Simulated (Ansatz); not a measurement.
Ideal-gas functions of BClFH2N, SMILES `NB(F)Cl` at 298.15 K and 1 bar, from an Ansatz frequency run at PBE0-D4/def2-TZVP.

Molar mass 81.29 g/mol, point group Cs (symmetry number 1), electronic degeneracy 1, moments of inertia 51.553, 109.973, 161.526 u Å². Harmonic wavenumbers (cm⁻¹, unscaled): 318, 382, 468, 544, 602, 652, 912, 1249, 1442, 1629, 3638, 3746.

Use S(trans) = R[1.5 ln M + 2.5 ln T − 1.1517]; rotational temperatures θ = 24.2544 K / I; S(rot) = R[ln(√π/σ · √(T³/θAθBθC)) + 1.5]; for each mode x = 1.438777 ν̃/T, S = R[x/(eˣ − 1) − ln(1 − e⁻ˣ)] and H = RT x/(eˣ − 1); 1 cm⁻¹ = 0.0119627 kJ/mol; R = 8.31446 J/(mol·K).

Question: By hand: the entropy, in J/(mol·K).

Answer: Translation 163.7. Rotation: θ = 0.4705, 0.2205, 0.1502 K, giving 105.6. Vibration, mode by mode: 5.52, 4.31, 3.11, 2.33, 1.87, 1.54, 0.56, 0.14, 0.06, 0.03, 0.00, 0.00, in all 19.5. Electronic 0.0. Sum 288.8 J/(mol·K).

Question: By hand: H − E and G − E in kJ/mol, counted from the electronic energy.

Answer: Zero-point energy ½ × 15582 × 0.0119627 = 93.2; thermal vibration 4.0; translation, rotation and pV give 4 RT = 9.9. H − E = 107.1 kJ/mol, and G − E = 107.1 − 298.15 × 288.8/1000 = 21.0 kJ/mol.

Vibration gives 7 % of the entropy. The sum counts one conformer and one mirror image; others add a mixing term.
